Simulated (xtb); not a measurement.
AlF2HSe, SMILES [F][Al]([F])[SeH]. All values are semi-empirical tight-binding results from xtb (GFN2-xTB unless named), good for trends rather than for accurate numbers. Geometry optimised at GFN2-xTB. Other conformers were not sampled.

For metal compounds this method's bond lengths and energies can be far off.

* **point group as xtb finds it**: Cs
* **orbital gap**: 3.50 eV
* **zero-point energy**: 7.4 kcal/mol
* **G − E(el) at 298.15 K (modified RRHO)**: -12.2 kcal/mol
